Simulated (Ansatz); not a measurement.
`[OH][Ti]([Cl])([Cl])[Cl]` + acetylene → `C#[C][Ti]([Cl])([Cl])[Cl]` + H₂O at 500 K and 1 bar (formal exchange of groups at a Ti–O bond).

Computed with Ansatz on PBE0-D4/def2-TZVP structures; ΔE is electronic, products minus reactants. CCSD(T)/CBS adds triple-zeta CCSD(T) − MP2 to the extrapolated MP2 energy (def2 sets, frozen cores). This one scheme is used for every species. For Ti outer-core shells are correlated without core-valence functions, which leaves a few kJ/mol of doubt a bond. Scalar relativity is left out up to krypton. One conformer a species, not always the lowest.

| species | CCSD(T)/CBS energy (Eh) | H − E (kJ/mol) | S (J/(mol·K)) |
| --- | --- | --- | --- |
| `[OH][Ti]([Cl])([Cl])[Cl]` | -2304.28409 | 90.2 | 443.1 |
| `C#C` | -77.22717 | 90.7 | 225.3 |
| `C#[C][Ti]([Cl])([Cl])[Cl]` | -2305.09363 | 109.9 | 454.6 |
| H₂O | -76.37941 | 73.2 | 206.3 |

H − E and S are ideal-gas, rigid-rotor, harmonic terms from PBE0-D4/def2-TZVP, for one conformer and one mirror image of each species. 1 Eh = 2625.50 kJ/mol, R = 8.31446 J/(mol·K).

Task: By hand: ΔE, ΔH, ΔS and ΔG.

Result: ΔE = (-2305.09363) + (-76.37941) − (-2304.28409) − (-77.22717) = 0.03822 Eh = 100.3 kJ/mol. Δ(H − E) = 109.9 + 73.2 − 90.2 − 90.7 = 2.2, so ΔH = 102.5 kJ/mol. ΔS = 454.6 + 206.3 − 443.1 − 225.3 = -7.5 J/(mol·K). ΔG = 102.5 − 500 × (-7.5)/1000 = 106.2 kJ/mol.

Task: By hand: the equilibrium constant, and the temperature at which ΔG would vanish if ΔH and ΔS stayed fixed.

Result: log₁₀ K = −ΔG/(RT ln 10) = -11.1. ΔH and −TΔS have one sign here, so there is no such temperature.

The number of gas molecules stays the same, so ΔS is small and ΔH decides. A doubt of 5 kJ/mol in ΔE shifts log₁₀ K by 0.5 here. Other conformers and mirror images would add mixing entropy, several J/(mol·K) or more a flexible species. These are equilibria of isolated gas molecules and say nothing of rates. Largest T1 diagnostic: 0.024 (customary marks: 0.02 for closed shells, 0.045 for open ones).

ΔS is within the doubt of such terms, so its sign, and with it that verdict, could turn.
